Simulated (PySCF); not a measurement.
C3H8NO, SMILES C[NH+](C)C=O, charge +1. Atoms are numbered in the order given.

```xyz
13

C     -0.4511     1.6115    -0.3137
N     -0.2545     0.3170     0.4071
C     -1.3207    -0.6837     0.1297
C      1.1395    -0.2333     0.1054
O      1.2653    -1.3005    -0.3613
H     -0.4518     1.4138    -1.3933
H      0.3610     2.3034    -0.0545
H     -1.4138     2.0411    -0.0108
H     -0.2569     0.5239     1.4169
H     -1.3144    -0.9167    -0.9415
H     -1.1171    -1.5959     0.7023
H     -2.2844    -0.2505     0.4222
H      1.9304     0.4987     0.3715
```
Charge +1, spin multiplicity 1.

Coordinates come from a PBE0-D3(BJ)/def2-SVP optimisation. The isomer is the one that the SMILES or the coordinates give; other isomers of the formula were not compared. Other conformers were not sampled.

These are PBE/pcSseg-1 (PySCF) values and carry that method's errors.

GIAO shieldings, no solvent; atoms listed in one row are averaged. δ = σ(ref) − σ: ¹³C against TMS (σ = 182.0 ppm); ¹⁵N against NH3 (σ = 267.0 ppm); ¹⁷O against H2O (σ = 334.3 ppm); ¹H against TMS (σ = 31.49 ppm), references at their B3LYP-D3(BJ)/def2-TZVP geometries, non-relativistic.

```json
[
 {"nucleus": "¹³C", "atoms": "C4", "count": "1", "δ (ppm)": "163.8"},
 {"nucleus": "¹³C", "atoms": "C1", "count": "1", "δ (ppm)": "41.4"},
 {"nucleus": "¹³C", "atoms": "C3", "count": "1", "δ (ppm)": "40.2"},
 {"nucleus": "¹⁵N", "atoms": "N2", "count": "1", "δ (ppm)": "121.9"},
 {"nucleus": "¹⁷O", "atoms": "O5", "count": "1", "δ (ppm)": "604.4"},
 {"nucleus": "¹H", "atoms": "H13", "count": "1", "δ (ppm)": "8.81"},
 {"nucleus": "¹H", "atoms": "H9", "count": "1", "δ (ppm)": "4.75"},
 {"nucleus": "¹H", "atoms": "H6, H7, H8, H10, H11, H12", "count": "6", "δ (ppm)": "3.48"}
]
```
